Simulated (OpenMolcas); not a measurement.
**Ni IV: CASPT2 settings compared**

- Program: OpenMolcas
- Basis: ANO-RCC-VDZP [5s4p2d1f]
- Scalar Hamiltonian: DKH2, point nucleus
- Active space: 7 electrons in 5 orbitals (3d)
- State averaging: 2S+1 = 4 even, 10 roots; 2S+1 = 2 even, 35 roots kept (CI in the orbitals of an earlier block)
- Spin-orbit coupling: RASSI with atomic mean-field integrals over the reference wave functions, term energies averaged over their components

Methods on the same reference wave functions:
A. CASSCF
B. SS-CASPT2, IPEA 0.3 Eh, no level shift (closed shells correlated: none)
C. XMS-CASPT2, IPEA 0.15 Eh, imaginary shift 0.15 Eh (closed shells correlated: none)
D. XMS-CASPT2, IPEA 0.6 Eh, no level shift (closed shells correlated: 3s 3p)

Energies in cm⁻¹ above 3d⁷ ⁴F_9/2, the measured ground level; measured values from Corliss and Sugar, J. Phys. Chem. Ref. Data 10, 197 (1981).

```json
{"Level": "3d⁷ ⁴F_9/2", "A": "0.0", "B": "0.0", "C": "0.0", "D": "0.0", "Measured": "0.0"}
{"Level": "3d⁷ ⁴F_7/2", "A": "1220", "B": "1220", "C": "1219", "D": "1221", "Measured": "1190"}
{"Level": "3d⁷ ⁴F_5/2", "A": "2110", "B": "2110", "C": "2110", "D": "2110", "Measured": "2042"}
{"Level": "3d⁷ ⁴F_3/2", "A": "2717", "B": "2710", "C": "2710", "D": "2710", "Measured": "2621"}
{"Level": "3d⁷ ²G_9/2", "A": "21973", "B": "21770", "C": "22140", "D": "21380", "Measured": "19830"}
{"Level": "3d⁷ ⁴P_5/2", "A": "21984", "B": "20080", "C": "20060", "D": "20330", "Measured": "18119"}
{"Level": "3d⁷ ⁴P_3/2", "A": "22329", "B": "20480", "C": "20430", "D": "20490", "Measured": "18367"}
{"Level": "3d⁷ ⁴P_1/2", "A": "22928", "B": "21050", "C": "21010", "D": "21200", "Measured": "18958"}
{"Level": "3d⁷ ²G_7/2", "A": "23153", "B": "22950", "C": "23310", "D": "22550", "Measured": "20948"}
{"Level": "3d⁷ ²P_3/2 [72 %]", "A": "29026", "B": "28320", "C": "27770", "D": "25140", "Measured": "23649"}
{"Level": "3d⁷ ²H_11/2", "A": "29236", "B": "28990", "C": "29500", "D": "29010", "Measured": "26649"}
{"Level": "3d⁷ ²P_1/2", "A": "30279", "B": "29890", "C": "29080", "D": "26110", "Measured": "24651"}
{"Level": "3d⁷ ²H_9/2", "A": "30294", "B": "30050", "C": "30550", "D": "30060", "Measured": "27678"}
{"Level": "3d⁷ ²D_5/2", "A": "31688", "B": "29880", "C": "30230", "D": "29000", "Measured": "27096"}
{"Level": "3d⁷ ²D_3/2 [74 %]", "A": "33577", "B": "32040", "C": "32160", "D": "30720", "Measured": "28778"}
{"Level": "3d⁷ ²F_5/2", "A": "50541", "B": "48430", "C": "48760", "D": "47430", "Measured": "43438"}
{"Level": "3d⁷ ²F_7/2", "A": "51014", "B": "48910", "C": "49230", "D": "47910", "Measured": "43859"}
```

Deviations, from unrounded energies. A percentage is the sum of absolute deviations over the sum of measured energies, with the sign that they share, or ± where signs differ.

```
                        Against measurement  Levels      A      B      C     D
             mean absolute deviation (cm-1)      16   3500   2600   2700  1800
      fine structure of the ground term (%)       3   +3.3   +3.2   +3.2  +3.2
other terms of the ground configuration (%)      13  +16.4  +11.9  +12.3  +8.6
```

D lies closest to measurement on these levels and A furthest from it. The largest miss of D in the table is 3d⁷ ²F_7/2, by +4000 cm-1. The ranking rests on the paired levels alone, and a cruder setting can come out closer through cancelling errors.

Among B to D the level of the table that moves most is 3d⁷ ²P_1/2, by 3800 cm-1 (lowest in D, highest in B). Moves below CASPT2's spread within the term are not significant.

The mean deviations of B to D differ by less than CASPT2's widest spread within a term (2000 cm-1), so their order carries little weight.

From A to B the spin-free energies of the other terms of 3d⁷ shown, above ⁴F, scale by factors of 0.91 to 0.99.

The lowest spin-free term lies below A's lowest term by 0.145 hartree in B, 0.149 hartree in C, 0.363 hartree in D.

Term energies are means over components that CASPT2 splits; among the terms shown or strongly mixed into the levels shown the widest spread is 2000 cm-1 (3d⁷ ⁴F, D). Terms from blocks run as CI alone lack orbitals of their own. The basis is small and was not contracted for so high a charge. The CASPT2 spread within a term exceeds the gap to the next term for 3d⁷ ²P and 3d⁷ ²H, so the order of their levels is uncertain (figures for B; the like holds for D). Without dynamic correlation excited terms often stand tens of per cent too high (terms of higher spin than the ground term too low), and those without a measured partner can miss by more than the paired ones (holds for A). Some levels mix across a computed gap that differs much from the measured one, so their mixing is not that of the real levels (holds for B; C). Some terms miss by over 15 % even with CASPT2, which points to a basis or an active space too small for the shells correlated (holds for B; C). Computed and measured levels are paired by configuration, term and J; levels that our copy of the source lacks, or whose pairing is in doubt (as where it misses far off the trend of its configuration), stay unpaired and out of the deviations. Levels of configurations outside the active space are missing.

A share in square brackets marks a mixed level and gives the weight of the term that names it, the lowest over the columns.
